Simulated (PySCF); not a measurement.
Species: C2HBFO4 (charge -1).
InChI=1S/C2HBFO4/c4-3-7-1(5)2(6)8-3/h3H/q-1

The closed-shell ground state was solved at several levels (PySCF, density fitting, gas phase, non-relativistic). Isolated species at its GFN2-xTB geometry, gas phase. No diffuse functions stand in pcJ-1 and pcSseg-1, which bears on an anion's orbital energies.

```json
{"level": "wB97X-D/def2-SVPD", "basis functions": "183", "total energy (Eh)": "-502.1454", "HOMO (eV)": "-5.48", "LUMO (eV)": "4.53", "gap (eV)": "10.01"}
{"level": "PBE0/pcSseg-1", "basis functions": "141", "total energy (Eh)": "-502.0788", "HOMO (eV)": "-3.24", "LUMO (eV)": "3.05", "gap (eV)": "6.29"}
{"level": "PBE0/def2-SVPD", "basis functions": "183", "total energy (Eh)": "-501.7808", "HOMO (eV)": "-3.52", "LUMO (eV)": "2.71", "gap (eV)": "6.23"}
```

Task: Estimate the row for B3LYP/pcJ-1, a basis of 226 functions; the other rows only guide the guess.

Result: Total energy -502.6573 Eh, HOMO -2.97 eV, LUMO 2.83 eV, gap 5.80 eV.

Task: Over all these levels, which gives the widest orbital gap and which the narrowest?

Result: wB97X-D/def2-SVPD (range-separated hybrid) has the widest, 10.01 eV, and B3LYP/pcJ-1 (global hybrid, 20 % exact exchange) the narrowest, 5.80 eV. Functional and basis both differ between the two, so the spread mixes both effects.

The pairwise dispersion term of wB97X-D wasn't added to the energies; at a given geometry it leaves orbitals and properties as they are.
